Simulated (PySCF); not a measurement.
**Al²⁺ (aluminium, charge +2): M06-L calculation**

Configuration: [Ne] 3s1, 2S determinant. All numbers are calculated (PySCF 2.14, the non-relativistic Hamiltonian (point nucleus), in cc-pV(T+d)Z).

```
Total energy                                     : -241.4500 hartree
One-electron energy                              : -327.4005 hartree
Hartree (Coulomb) energy                         : 104.0552 hartree
Exchange-correlation energy                      : -18.1047 hartree
Kinetic energy                                   : 240.85167 hartree
⟨S²⟩                                             : 0.7503
⟨L²⟩                                             : 0.000
Sum of ⟨r⟩                                       : 7.271 bohr
Sum of ⟨r²⟩                                      : 9.138 bohr²
Density at the nucleus (Gaussians lack the cusp) : 1380 bohr⁻³
Spin density at the nucleus                      : 3.63 bohr⁻³
Langevin diamagnetic susceptibility              : -7.24 ×10⁻⁶ cm³/mol
Time after the integrals                         : 0.27 s of wall time on 1 thread of Neoverse-V2 (shared host)
```

| shell | electrons | mean orbital energy (hartree) | rms radius, mean of both spins (bohr) |
| --- | --- | --- | --- |
| 1s α | 1 | -56.57176 | 0.140 |
| 1s β | 1 | -56.56719 | 0.140 |
| 2s α | 1 | -4.87525 | 0.679 |
| 2s β | 1 | -4.87123 | 0.679 |
| 2p α | 3 | -3.38274 | 0.675 |
| 2p β | 3 | -3.37720 | 0.675 |
| 3s α | 1 | -0.89277 | 2.33 |
